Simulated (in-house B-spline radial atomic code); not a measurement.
RPA and G0W0 for Fe³⁺, [Ar] 3d5, highest spin, as one setting changes: the highest l of the empty states. Start: r2SCAN. A dash marks a level of low quasi-particle weight. Computed with a B-spline radial code for spherical atoms: all electrons, scalar-relativistic (spin-free one-electron X2C), finite nucleus, each spin shell either full or empty, empty states to the listed l with an (l + 1/2)⁻⁴ tail; G0W0 by contour deformation at full frequency.

```tsv
highest l of the empty states	RPA summed (Eh)	RPA extrapolated (Eh)	G0W0 level (eV)
4	-1.4096	-1.5694	3d up -54.63
5	?	?	?
6	-1.5058	-1.5587	3d up -54.74
7	-1.5218	-1.5545	3d up -54.74
8	-1.5307	-1.5519	3d up -54.72
9	-1.5361	-1.5505	3d up -54.72
10	?	?	?
11	-1.5417	-1.5492	3d up -54.71
```

(1) What belongs in the row for 5?

(2) What belongs in the row for 10?

Answers

(1) RPA summed (Eh): -1.475; RPA extrapolated (Eh): -1.5662; G0W0 level (eV): 3d up -54.74.

(2) RPA summed (Eh): -1.5395; RPA extrapolated (Eh): -1.5497; G0W0 level (eV): 3d up -54.72.
